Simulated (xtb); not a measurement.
xtb input:

```bash
xtb mol.xyz --gfn 2 --sp --chrg 0 --uhf 0
```
mol.xyz:
```
5

F      0.05928714    -0.25567065     1.56967896
C      0.00934453    -0.04029747     0.24740459
Cl     1.52635449    -0.61849578    -0.47305828
Cl    -1.37463458    -0.93498802    -0.41503778
Cl    -0.18640528     1.70306149    -0.03022972
```

### Question
Predict the final energy.

### Answer
-20.50316 Eh (GFN2-xTB).
